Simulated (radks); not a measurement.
The arsenic ion As4+, 29 electrons, occupied as [Ar] 3d10 4s1. All-electron calculation, scalar-relativistic Kohn-Sham, PBE, spin-polarised, spherical densities, finite nucleus; open shells are filled with parallel spins first; Fermi nuclear charge, rms radius 4.0968 fm. Program: a radial shooting solver on a logarithmic mesh with Libxc functionals.

X-ray form factor f0, the Fourier transform of the density (f0(0) = 29):

sin(theta)/lambda (1/angstrom)  f0 (electrons)
0.05                                    28.771
0.1                                     28.113
0.15                                    27.100
0.2                                     25.829
0.25                                    24.398
0.3                                     22.888
0.4                                     19.851
0.5                                     17.012
0.6                                     14.514
0.8                                     10.731
1                                        8.408
1.25                                     6.821
1.5                                      5.915
2                                        4.603
